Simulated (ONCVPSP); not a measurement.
What one change does to a pseudopotential (I, ONCV)

iodine (I), optimised norm-conserving Vanderbilt (ONCV), made with ONCVPSP 4.0.1 (PBE, scalar-relativistic). Core [Kr] 4d10, reference 5s1.5 5p5.5. Waves: 5s: rc 1.70 bohr, ncon 4, nbas 7, qcut 3.7 1/bohr, local; 5p: rc 1.95 bohr, ncon 4, nbas 7, qcut 4.3 1/bohr, 3 projectors, debl 3.3 Ha. Local part: the s channel. Core correction: polynomial model core, fcfact 0.7.

Change: s: qcut 2.7; p: qcut 3.2.

Cutoffs: the cutoffs (Ha) at which the residual kinetic energy of the hardest occupied pseudo-wave falls to 1 and 0.1 mHa per electron; they do not see the model core or the augmentation charge, which bear on the density cutoff. Errors are all-electron minus pseudo energies relative to the spin-unpolarised reference configuration.

Task: What does the change do?

Result: The potential gets harder (14 Ha and 32 Ha → 34 Ha and 41 Ha); the bound ghost in p disappears; the errors of the 4 common tests hardly move; the range in which the s phases agree narrows (upper end 3.1 → 1.8).

```csv
quantity,base,changed
"cutoff, loose",14 Ha,34 Ha
"cutoff, tight",32 Ha,41 Ha
loose cutoff by channel,"s 14 Ha, p 8.5 Ha","s 34 Ha, p 16 Ha"
bound ghosts,p,none
GHOST(+) flags under 300 eV,none,none
"error for 5s2 5p5, meV [ΔE -5.18 eV]",-1.7,-1.6
"error for 5s2 5p4, meV [ΔE 5.95 eV]",-5.0,-4.9
"error for 5s2 5p3, meV [ΔE 25.79 eV]",-18,-17
"error for 5s1 5p6, meV [ΔE 5.23 eV]",-2.6,-2.6
s: phases at 1.73 bohr within 0.05 rad from the reference energy up to (Ha; the scan ends near 5),3.1,1.8
p: phases at 1.97 bohr within 0.05 rad from the reference energy up to (Ha; the scan ends near 5),to the end of the scan,to the end of the scan
"rms error of d²Exc/dni dnj with the model core, mHa",0.19,0.09
```

Base: The cutoffs count occupied waves only; projector 3 of the p channel, the hardest unoccupied one, needs 66 Ha at the loose tolerance. A true bound ghost makes a file unfit for plane-wave use even where its test errors are small: the radial tests pick states by their node count and pass the ghost by.
